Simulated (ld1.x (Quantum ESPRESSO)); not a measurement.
# silver (Ag), TM: configuration errors across variants

| Property | Result |
| --- | --- |
| Element | Ag (Z = 47) |
| Generator | ld1.x (Quantum ESPRESSO) 7.5 |
| Type | norm-conserving Troullier–Martins (Kleinman–Bylander form) |
| Functional | PBEsol |
| Relativity | scalar-relativistic |
| Frozen core | [Ar] 3d10 4s2 |
| Valence charge | 17 |
| Reference configuration | 4p6 4d10 5s0 5p0 (charge +1) |
| Partial waves | 4p (bound): rc 1.15 bohr; 4d (bound): rc 1.45 bohr; 5s (bound, empty): rc 1.75 bohr |
| Local potential | the s channel |
| Core correction | Bessel-smoothed model core inside 0.75 bohr |

All-electron excitation energies from the reference (eV): (1) 4p6 4d10 5s1 5p0 -7.745; (2) 4p6 4d9 5s0 5p0 22.113; (3) 4p6 4d8 5s0 5p0 58.295; (4) 4p6 4d9 5s1 5p0 5.419; (5) 4p5 4d10 5s1 5p0 57.448; (6) 4p6 4d10 5s0 5p1 -3.816; (7) 4p6 4d9 5s1 5p1 0.862.

Tests that are not counted but printed errors over 1 eV. “all radii but the core radius scaled by about 0.77 (s 1.36, p 0.88, d 1.12 bohr)”: 4p6 4d9 5s1 5p1 (solver errors, printed error -9.5 eV); 4p6 4d9 5s1 5p0 (solver errors, printed error -4.2 eV); 1 more.

A true bound ghost makes a file unfit for plane-wave use even where its test errors are small: the radial tests pick states by their node count and pass the ghost by. Where a test does run into it, the solver fails or the error is huge.

Errors AE − PS in meV (a dash: test not solved or not reliable):

| change | (1) | (2) | (3) | (4) | (5) | (6) | (7) | bound ghosts |
| --- | --- | --- | --- | --- | --- | --- | --- | --- |
| base | -1.8 | -84 | -405 | -69 | -257 | -363 | -636 | none |
| all radii but the core radius scaled by about 0.77 (s 1.36, p 0.88, d 1.12 bohr) | +30 | -58 | -298 | – | – | -267 | – | s (extra level of the local part) |
| all radii but the core radius scaled by about 0.87 (s 1.52, p 1.00, d 1.26 bohr) | +3.1 | -65 | -326 | -8.8 | +3.9 | -296 | -488 | s (extra level of the local part) |
| all radii but the core radius scaled by about 0.96 (s 1.68, p 1.10, d 1.40 bohr) | -0.7 | -79 | -387 | -57 | -215 | -348 | -604 | none |
| all radii but the core radius scaled by about 1.09 (s 1.92, p 1.26, d 1.58 bohr) | -5.9 | -98 | -464 | -106 | -371 | -410 | -740 | none |
| all radii but the core radius scaled by about 1.29 (s 2.26, p 1.48, d 1.88 bohr) | -7.8 | -101 | -462 | -118 | -487 | -430 | -777 | none |
| all radii but the core radius scaled by about 1.38 (s 2.42, p 1.58, d 2.00 bohr) | -6.6 | -97 | -435 | -107 | -526 | -429 | -764 | none |

**Question.** Give the same row for: all radii but the core radius scaled by about 1.19 (s 2.08, p 1.36, d 1.72 bohr).

**Answer.** -7.5, -102, -474, -117, -432, -426, -773; bound ghosts: none.
